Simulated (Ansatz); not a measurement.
CH9NSi2 (`NC[SiH2][SiH3]`), relaxed with RKS PBE-D4/def2-SVP in Ansatz from a rough embedded geometry. The force threshold is 0.03 eV/Å; the program also tests the step.

Total charge 0; spin multiplicity 1.

Start:

```xyz
13

N    -2.166   -0.656    0.740
C    -0.819   -0.125    0.841
Si   -0.055   -0.072   -0.829
Si    2.096    0.794   -0.718
H    -2.557   -0.667    1.741
H    -2.143   -1.681    0.524
H    -0.198   -0.740    1.493
H    -0.847    0.860    1.225
H    -0.903    0.717   -1.820
H     0.013   -1.471   -1.425
H     1.963    2.199   -0.104
H     2.745    0.857   -1.996
H     2.872   -0.014    0.329
```

| step | energy (eV) | largest force (eV/Å) | largest move (Å) |
| --- | --- | --- | --- |
| 1 | -18409.5708 | 1.970 | 0.000 |
| 2 | -18409.8450 | 0.626 | 0.097 |
| 3 | -18409.8835 | 0.199 | 0.076 |
| 4 | -18409.8878 | 0.072 | 0.048 |
| 5 | -18409.8888 | 0.031 | 0.029 |
| 6 | -18409.8891 | 0.015 | 0.015 |

End:

```xyz
13

N    -2.202   -0.764    0.780
C    -0.884   -0.136    0.877
Si   -0.065   -0.054   -0.847
Si    2.125    0.800   -0.693
H    -2.683   -0.738    1.689
H    -2.102   -1.759    0.544
H    -0.161   -0.600    1.600
H    -1.004    0.918    1.211
H    -0.886    0.795   -1.780
H     0.000   -1.448   -1.426
H     2.108    2.198   -0.128
H     2.790    0.847   -2.044
H     2.965   -0.059    0.217
```

It took 8 s on 4 threads of an Arm Neoverse V2 on a shared host, with 0.15 GiB of host memory at the peak.
